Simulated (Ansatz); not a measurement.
`COBF` + `ClCC1=CN1` → `COB(F)Cl` + `CC1=CN1`  (formal exchange of groups at a B–H bond)

Isolated molecules relaxed with PBE0-D4/def2-TZVP in Ansatz; ΔE leaves out vibrations. CCSD(T)/CBS adds triple-zeta CCSD(T) − MP2 to the extrapolated MP2 energy (def2 sets, frozen cores). DFT in def2-TZVPP. Each species was taken in one conformer, which may not be the lowest.

```
         level  ΔE (eV)
    r2SCANh-D4    -1.65
        B2PLYP    -1.57
        revPBE    -1.53
        r2SCAN    -1.64
       r2SCAN0    -1.67
     CAM-B3LYP    -1.58
  HF/CBS(def2)    -1.59
CCSD/CBS(def2)    -1.58
```

Q: What does CCSD(T)/CBS give? (Estimate.)

A: Ansatz gave: -1.57 eV. The listed levels differ from it by -0.08, 0.00, 0.04, -0.07, -0.10, -0.01, -0.02, -0.01 eV.

Largest T1 diagnostic among the species: 0.013.

At CCSD(T), def2-SVP lies −0.15 eV from the extrapolated value and def2-TZVPP −0.00 eV. From BLYP to BHLYP (50 % exact exchange), in def2-TZVPP and without D4, ΔE moves by −0.10 eV.
